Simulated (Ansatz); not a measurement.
CH5ClFGaSi, SMILES `F[CH]([GaH2])[SiH2]Cl`. The species carries charge 0 and has multiplicity 1. The geometry is a stationary point of PBE0-D4/def2-TZVP. It is one conformer, not always the lowest.

```xyz
10

F    -1.542   -0.940    0.735
C    -0.231   -0.548    0.440
Ga    0.358   -1.303   -1.314
Si   -0.055    1.314    0.559
Cl   -0.537    2.003    2.432
H     0.432   -0.989    1.201
H     1.822   -1.011   -1.794
H    -0.657   -2.167   -2.129
H    -0.952    1.990   -0.409
H     1.362    1.651    0.279
```

What is the dipole moment at B3LYP/def2-TZVPP? (Best estimate.)

The calculation gave: 2.17 D, with components (1.62, -0.61, -1.31) D in this frame, pointing from negative to positive charge.

And with PBE, r2SCAN, ωB97M-V? (Best estimate.)

Ansatz gave: PBE 1.98 D, r2SCAN 2.09 D, ωB97M-V 2.21 D.

Give the Mulliken charges with B3LYP, r2SCAN, ωB97M-V in def2-TZVPP. (An estimate is asked.)

Ansatz gave: 
```tsv
atom	B3LYP	r2SCAN	ωB97M-V
F1	-0.25	-0.23	-0.23
C2	0.01	-0.01	-0.11
Ga3	0.21	0.24	0.20
Si4	0.39	0.41	0.30
Cl5	-0.24	-0.25	-0.21
H6	0.09	0.07	0.12
H7	-0.04	-0.05	-0.02
H8	-0.04	-0.05	-0.01
H9	-0.06	-0.07	-0.02
H10	-0.06	-0.06	-0.02
```

B3LYP here is the variant with VWN-RPA as its local correlation; programs differ in this.
